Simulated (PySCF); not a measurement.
# Ge²⁸⁺: ionisation energy

Ge²⁸⁺ [He] 2s2 → Ge²⁹⁺ [He] 2s1 [2s1/2^1, M_J = 1/2], as a difference of total energies. Calculation: PySCF 2.14, in an uncontracted even-tempered set (17 s from 9.7 bohr⁻², ratio 2.4; 11 p from 13 bohr⁻², ratio 2.4; 5 d from 40 bohr⁻², ratio 2.6; 4 f from 61 bohr⁻², ratio 2.6); the two-component X2C-1e Hamiltonian. Correlated levels: nothing frozen; the 28 highest virtual spinors dropped. "Screened" scales the spin-orbit matrix elements by Boettger's factors to mimic the two-electron term; Breit and QED terms are absent.

```csv
method,ionisation energy (eV)
GHF (screened spin-orbit),3067.7
GMP2 (screened spin-orbit),3073.0
```

Task: How much does correlation contribute at GMP2 (screened spin-orbit)?

Result: 3073.0 − (3067.7) = 5.3 eV, measured against GHF (screened spin-orbit).

For this ion Breit and QED terms and the two-electron picture change, all absent here, outweigh the correlation shift from GHF to GMP2.

For comparison: 3074 ± 3 eV (semi-empirical (NIST evaluation); NIST Atomic Spectra Database, ionization energies).
